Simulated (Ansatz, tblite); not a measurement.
Forces on the cluster Ag₃Br₂ at its PBE0-D4/def2-SVP geometry. The state is a doublet with charge 0.

In the def2 sets Ag takes a core potential; there is no spin–orbit coupling. The xTB rows come from tblite. No other spin state of charge 0 was run. The structure comes from a short search, and lower isomers may exist.

GFN1-xTB (tblite), largest force 0.28 eV/Å:

```xyz
5
positions Å, forces eV/Å
Ag   -0.892   -0.264    0.697    0.215    0.064   -0.167
Ag    1.782    0.908    0.171   -0.178   -0.110   -0.092
Ag    0.478   -0.243   -1.934    0.015    0.062    0.219
Br    0.518    0.850    2.469    0.078    0.083    0.188
Br   -1.885   -1.251   -1.403   -0.130   -0.099   -0.148
```

GFN2-xTB (tblite), largest force 0.22 eV/Å:

```
Ag 0.160 0.048 -0.125
Ag 0.094 0.034 -0.047
Ag 0.072 0.015 -0.083
Br -0.193 -0.074 0.079
Br -0.133 -0.023 0.175
```

PBE-D4/def2-TZVP (Ansatz), largest force 0.16 eV/Å:

```
Ag 0.126 0.039 -0.099
Ag -0.103 -0.055 -0.015
Ag -0.024 0.018 0.114
Br -0.029 -0.026 -0.048
Br 0.030 0.024 0.047
```
